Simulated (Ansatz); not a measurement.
`COB1C[SiH2]1`, charge 0, multiplicity 1.

Question: Give a relaxed structure at PBE0-D4/def2-TZVP (Ansatz 0.2.0). (An estimate is asked.)

Answer: The calculation gave: 
Z-matrix (Å, degrees):
```
C
O 1 1.419
H 1 1.091 2 108.6
H 1 1.092 2 110.7 3 -120.8
H 1 1.091 2 108.5 3 118.4
B 2 1.328 1 122.2 3 119.9
Si 6 1.957 2 156.2 1 -12.0
C 6 1.547 2 138.0 1 -176.0
H 7 1.484 6 124.6 2 98.6
H 7 1.485 6 122.4 2 -69.6
H 8 1.092 6 116.2 2 -81.7
H 8 1.090 6 120.4 2 57.2
```
This is one stationary point; other conformers may exist.
